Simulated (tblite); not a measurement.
**Question.** Give a GFN2-xTB geometry of `[SiH]1(CO[SiH3])COC1`.

**Answer.** 
```xyz
17
C3H10O2Si2 angstrom
Si     3.211   -0.696    0.392
O      1.637   -0.421    0.675
C      0.834    0.634    0.193
Si    -0.926    0.168    0.753
C     -2.439    1.165    0.109
O     -3.009    0.007   -0.516
C     -1.985   -0.987   -0.361
H      4.036    0.415    0.878
H      3.364   -1.924    1.153
H      3.463   -0.846   -1.045
H      1.176    1.578    0.627
H      0.941    0.721   -0.892
H     -0.936   -0.160    2.181
H     -2.257    1.943   -0.638
H     -3.133    1.563    0.852
H     -2.408   -1.884    0.095
H     -1.576   -1.263   -1.339
```

Any rigid rotation of these coordinates is as good. Atoms count from 1 in this order. The 4-membered ring Si4–C5–O6–C7 has internal angles of 71.6° to 103.2°; it is slightly puckered (a soft mode that the optimisation may not have finished), 0.04 Å rms from its mean plane, widest ring torsion 7°. The 3 C–O bonds span 1.411 Å (O2–C3, drawn single) to 1.436 Å (O6–C7, drawn single), a spread of 0.025 Å. Si4 (SiH silicon) has angles from 71.6° to 120.1°. Si1 (oxygen-bound silicon) is distorted tetrahedral (angles from 98.9° to 114.1°).

Bonds between heavy atoms (Å): Si1–O2 1.623, O2–C3 1.411, C3–Si4 1.904, Si4–C5 1.923, C5–O6 1.434, O6–C7 1.436, Si4–C7 1.922.

Computed geometry: GFN2-xTB, gas phase.

Point group: C1 (no symmetry element, even within 0.4 Å). Its GFN2-xTB frequencies are all real (lowest 26 cm⁻¹). The numbers are those of one conformer (Si1–O2–C3–Si4 173°, O2–C3–Si4–C5 -171°). 3 starts were optimised and ended at 0.00, 0.29 and 0.72 kcal/mol (GFN2-xTB); the lowest of these is shown.
